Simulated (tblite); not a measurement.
Species: C₃H₁₀OSSi₂.
Numbering: `[CH3:1]/[CH:2]=[CH:3]\[S:4][SiH2:5][O:6][SiH3:7]` (hydrogens: H8, H9, H10 on C1; H11 on C2; H12 on C3; H13, H14 on Si5; H15, H16, H17 on Si7)

Computed geometry: GFN2-xTB, gas phase.

Question: What internal coordinates does the optimisation give?

Answer: 
```tsv
bond	length (Å)	order
C1–C2	1.489	single
C2=C3	1.325	double
C3–S4	1.768	single
S4–Si5	2.142	single
Si5–O6	1.604	single
O6–Si7	1.628	single
C1–H8, C1–H9, C1–H10	1.088	single
C2–H11	1.083	single
C3–H12	1.079	single
Si5–H13, Si5–H14	1.457	single
Si7–H15, Si7–H16, Si7–H17	1.460	single
```

Bonds in one row agree within 0.01 Å and their mean is given. Orders are formal, as drawn. A selection of angles:
```tsv
angle	degrees
C2–C1–H8	110.1
H8–C1–H9	109.2
H8–C1–H10	107.8
C1–C2–C3	125.5
C1–C2–H11	116.3
C3–C2–H11	118.2
C2–C3–S4	124.3
C2–C3–H12	121.6
S4–C3–H12	114.2
C3–S4–Si5	99.5
S4–Si5–O6	108.0
S4–Si5–H13	109.3
O6–Si5–H13	107.4
H13–Si5–H14	114.9
Si5–O6–Si7	159.3
O6–Si7–H15	108.0
O6–Si7–H17	102.8
H15–Si7–H16	112.3
H15–Si7–H17	113.1
```

Dihedral angles: C1–C2–C3–S4 0° (synperiplanar); C2–C3–S4–Si5 -179° (antiperiplanar); C3–S4–Si5–O6 180° (antiperiplanar); S4–Si5–O6–Si7 -4° (synperiplanar). The mirror-image conformer, all signs reversed, is as good.

The 7 heavy atoms lie in one plane (0.015 Å rms). Si5 (oxygen-bound silicon) is distorted tetrahedral (angles from 107.4° to 114.9°). The C–C distances run from 1.325 Å (C2=C3, drawn double) to 1.489 Å (C1–C2, drawn single), a spread of 0.164 Å. Of the pairs four or more bonds apart, S4···H9 is among the closest relative to their van der Waals radii: 2.66 Å, 89 % of the sum of Bondi's values. Si7 (oxygen-bound silicon) is distorted tetrahedral (angles from 102.8° to 113.1°). The 2 O–Si bonds span 1.604 Å (Si5–O6, drawn single) to 1.628 Å (O6–Si7, drawn single), a spread of 0.024 Å.

Its lowest GFN2-xTB frequency is 3 cm⁻¹, too small to tell a flat minimum from a shallow saddle. The numbers are those of one conformer. 3 starts were optimised and ended at 0.00, 0.01 and 0.16 kcal/mol (GFN2-xTB); the lowest of these is shown.
